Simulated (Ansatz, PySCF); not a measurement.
C3H10BClOSi (SMILES C[Si](C)(C)B(O)Cl), singlet, at a GFN2-xTB geometry. Base run: PySCF with CASSCF(4,5)/STO-3G.

Input for PySCF:
```python
from pyscf import gto, scf, mcscf
import numpy

mol = gto.M(
    atom='''
B     0.770029   -0.095478    0.813413
Cl    0.166365   -1.142873    2.102794
O     1.975012    0.436226    0.964744
H     2.479080    0.238728    1.759863
Si   -0.327491    0.295940   -0.806396
C     0.688600    1.182235   -2.162946
C    -1.813565    1.427198   -0.369256
C    -1.056776   -1.300663   -1.575601
H     0.075968    1.427497   -3.024661
H     1.117042    2.106703   -1.788752
H     1.509826    0.562242   -2.509199
H    -1.482569    2.387294    0.016095
H    -2.444820    0.971154    0.387818
H    -2.432663    1.618868   -1.239986
H    -1.652146   -1.847218   -0.850193
H    -0.275212   -1.969271   -1.925010
H    -1.697641   -1.075356   -2.422131
''',
    basis='sto-3g',
    charge=0,
    spin=0,
    verbose=4,
)

mf = scf.RHF(mol)
mf.kernel()
mc = mcscf.CASSCF(mf, 5, 4)
mc.fix_spin_(ss=0.0)
mc.kernel()
occ = numpy.linalg.eigvalsh(mc.fcisolver.make_rdm1(mc.ci, mc.ncas, mc.nelecas))[::-1]
ss = mc.fcisolver.spin_square(mc.ci, mc.ncas, mc.nelecas)[0]
print('natural occupations', occ.round(4), ' <S^2>', round(ss, 4))
```

Programs used: Ansatz (a first-principles code), PySCF; a row that names a program was run with it.

Each row names what was changed in the base input (with any setting that the change needs).

```csv
change,ΔE vs base (kcal/mol),natural occupations,<S^2> of the state
base,0.000,1.98 1.98 0.02 0.02 0.00,0.00
solver = newton,0.000,1.98 1.98 0.02 0.02 0.00,0.00
"active space = 2 electrons, 3 orbitals",8.87,1.98 0.02 0.00,0.00
orbitals = fixed (CASCI),14.51,2.00 2.00 0.00 0.00 0.00,0.00
state_average = 2 states,4.59,-,-
start = MP2 natural orbitals,1.19,1.98 1.98 0.02 0.02 0.00,0.00
"active space = 4 electrons, 6 orbitals",-0.87,1.98 1.97 0.02 0.02 0.00 0.00,0.00
code = ansatz,-7.18,-,-
orbitals = fixed (CASCI); correction = SC-NEVPT2,-162.4,2.00 2.00 0.00 0.00 0.00,0.00
"active space = 6 electrons, 7 orbitals",-9.49,1.98 1.98 1.97 0.03 0.02 0.02 0.00,0.00
"code = ansatz; correction = SC-NEVPT2, all electrons",-164.7,-,-
```

Active orbitals are taken around the Fermi level unless the row says otherwise; CASSCF can end in different local minima, and two programs can end on different orbitals. State-averaged rows give the lowest state.

Ansatz warned in this series: other orbitals give a lower active-space energy.
